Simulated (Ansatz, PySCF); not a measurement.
Species: CH$_{2}$Cl$_{3}$Sn, net charge 0, doublet state. It need not be the lowest isomer of its formula. 
Structure (B3LYP-D3(BJ)/def2-TZVP (Ansatz, an electronic-structure program) minimum search):
SMILES: [CH2][Sn]([Cl])([Cl])[Cl]
```xyz
7

C     -1.2648    -1.7081    -0.9618
Sn    -0.1295    -0.1750    -0.0979
Cl     0.1827     1.5663    -1.6070
Cl    -1.1353     0.7328     1.7960
Cl     1.9638    -0.9334     0.5782
H     -1.2984    -2.6911    -0.5119
H     -1.8292    -1.5248    -1.8661
```
Charge 0, spin multiplicity 2.

Total electronic energies in hartree. Cores are frozen in the correlated levels unless marked. Open shells are spin-unrestricted. No spin-orbit coupling. The frozen core is the preceding noble-gas configuration, with the filled d and f shells of earlier blocks. Past Kr the def2 sets carry scalar-relativistic core potentials. STO-3G rows are all-electron and non-relativistic. Basis-set limits of correlation are two-point, X^-3; Hartree-Fock from the larger set. [CCSD(T)-MP2]/basis is that difference in the basis named.

```tsv
level	program	energy (Eh)
HF/STO-3G	Ansatz	-7365.80245
HF/def2-TZVPP	Ansatz	-1631.04278
PBE/def2-TZVPD	PySCF	-1633.72302
BHLYP-D3(BJ)/def2-TZVPD	Ansatz + dftd3	-1634.26842
HSE06-D3(BJ)/def2-TZVPD	Ansatz + dftd3	-1633.83107
LC-wPBE-D3(BJ)/def2-TZVPD	Ansatz + dftd3	-1633.98523
B2GP-PLYP/def2-TZVPD	Ansatz	-1633.42083
RI-MP2/CBS(def2-TZVPP,def2-QZVPP)	Ansatz	-1632.0161
RI-MP2/CBS(def2-TZVPP,def2-QZVPP)+[CCSD(T)-MP2]/def2-TZVPP	Ansatz	-1632.1168
```

Totals of different functionals don't rank their quality; only differences between species are comparable.
